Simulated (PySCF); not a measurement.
AlH, SMILES [AlH] (connectivity only; charge and spin as stated), neutral, multiplicity 1.

The structure is a stationary point at B3LYP-D3(BJ)/def2-TZVPD.

Two levels are set side by side: PBE/def2-TZVPD (PySCF) and PBE0/def2-TZVPD (PySCF). Same geometry, gas phase. Differences are taken from unrounded values.

```tsv
quantity	PBE0	PBE	PBE minus PBE0
orbital gap (eV)	4.03	2.36	-1.67
highest occupied level (eV)	-5.83	-4.90	0.92
lowest empty level (eV)	-1.80	-2.54	-0.75
dipole moment (D)	0.10	0.15	0.05
mean polarisability (bohr³)	47.4	47.8	0.4
```

PBE's occupied levels lie high since its potential decays too fast outside the molecule; exact exchange lowers them and widens the gap. Differences between two approximate levels are no errors against the true value.
